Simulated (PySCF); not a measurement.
H2Sb, SMILES [SbH2+] (connectivity only; charge and spin as stated), charge +1, multiplicity 1. Atoms are numbered in the order given.

```xyz
3

Sb     0.0000     0.0000    -0.0456
H      0.0000     1.2142     1.1640
H      0.0000    -1.2142     1.1640
```
Charge +1, spin multiplicity 1.

Coordinates come from a B3LYP-D3(BJ)/def2-TZVPD optimisation. The def2 effective core potentials stand for the cores of Sb; spin–orbit coupling is left out.

All values below come from HF/def2-TZVPD (PySCF).

The molecule is in vacuum.

```
Item                                                              Result
------------------------------------------------  ----------------------
total energy                                          -240.10088 hartree
point group                                                          C2v
highest occupied level                                         -17.42 eV
lowest empty level                                              -7.66 eV
orbital gap                                                      9.76 eV
dipole moment about the centre of nuclear charge                  0.41 D
mean static polarisability                          31.2 bohr³ (4.63 Å³)
polarisability, principal values                  26.1, 33.0, 34.6 bohr³
```
